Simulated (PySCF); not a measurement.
# Mayer bond orders and bond lengths

C7H13FO2.
Numbering: `[CH3:1][O:2][C@@H:3]1[CH2:4][CH2:5][C@@H:6]([CH2:7][F:8])[CH2:9][O:10]1` (hydrogens: H11, H12, H13 on C1; H14 on C3; H15, H16 on C4; H17, H18 on C5; H19 on C6; H20, H21 on C7; H22, H23 on C9)

Structure used (PBE0-D3(BJ)/def2-SVP), in Å, numbered top down from 1:
```xyz
23
C7H13FO2 angstrom
C      3.0658   -0.1701   -0.5770
O      1.8573   -0.8010   -0.2539
C      1.0272   -0.0508    0.5768
C     -0.1409   -0.9315    0.9873
C     -1.0784   -1.1837   -0.1882
C     -1.4619    0.1284   -0.8786
C     -2.4042    0.9730   -0.0419
F     -3.5191    0.2497    0.3111
C     -0.1942    0.9109   -1.2002
O      0.5934    1.1311   -0.0475
H      2.9044    0.7861   -1.1037
H      3.6680    0.0354    0.3289
H      3.6312   -0.8497   -1.2290
H      1.5942    0.3015    1.4600
H     -0.6733   -0.4290    1.8100
H      0.2547   -1.8767    1.3873
H     -0.5714   -1.8323   -0.9202
H     -1.9848   -1.7109    0.1440
H     -1.9738   -0.1025   -1.8288
H     -1.9078    1.3253    0.8776
H     -2.7308    1.8605   -0.6117
H      0.3885    0.3640   -1.9627
H     -0.4240    1.9090   -1.6039
```

Bond orders from the PBE0/pcSseg-1 density (PySCF). Geometry: PBE0-D3(BJ)/def2-SVP, one conformer, isolated molecule.

Question: Where do the orders between heavy atoms depart from those drawn in the SMILES?

Answer: The largest departure is 0.116, at C7–F8 (drawn single, 0.884).

Question: Set the Mayer orders of the bonds between heavy atoms beside their lengths.

Answer: 
```
  bond  drawn as  length (Å)  Mayer order
 C1–O2    single       1.401        0.928
 O2–C3    single       1.393        0.927
 C3–C4    single       1.519        1.019
 C4–C5    single       1.525        1.018
 C5–C6    single       1.531        1.019
 C6–C7    single       1.517        0.988
 C7–F8    single       1.375        0.884
 C6–C9    single       1.524        0.998
C9–O10    single       1.413        0.910
O10–C3    single       1.405        0.937
```

By pair of heavy elements: C–O: lowest C9–O10 (0.910, 1.413 Å), highest O10–C3 (0.937, 1.405 Å). C–C: lowest C6–C7 (0.988, 1.517 Å), highest C3–C4, C5–C6 and C4–C5 (1.019, 1.519 Å); in 3 of the 10 pairs the longer bond (by over 0.003 Å) has the higher order (by 0.02 or more). Bonds named together lie within 0.004.

Question: And the bonds to hydrogen?

Answer: C–H: 0.94 to 0.97 (13 bonds).

Question: Sum the orders of all bonds at each heavy atom with more than one neighbour and set the sums beside the valence in the SMILES.

Answer: C1 3.818 (drawn 4), O2 1.855 (drawn 2), C3 3.827 (drawn 4), C4 3.925 (drawn 4), C5 3.933 (drawn 4), C6 3.944 (drawn 4), C7 3.768 (drawn 4), C9 3.802 (drawn 4), O10 1.847 (drawn 2). Orders between atoms that aren't bonded are not in these sums.

Mayer orders depend on the basis set.
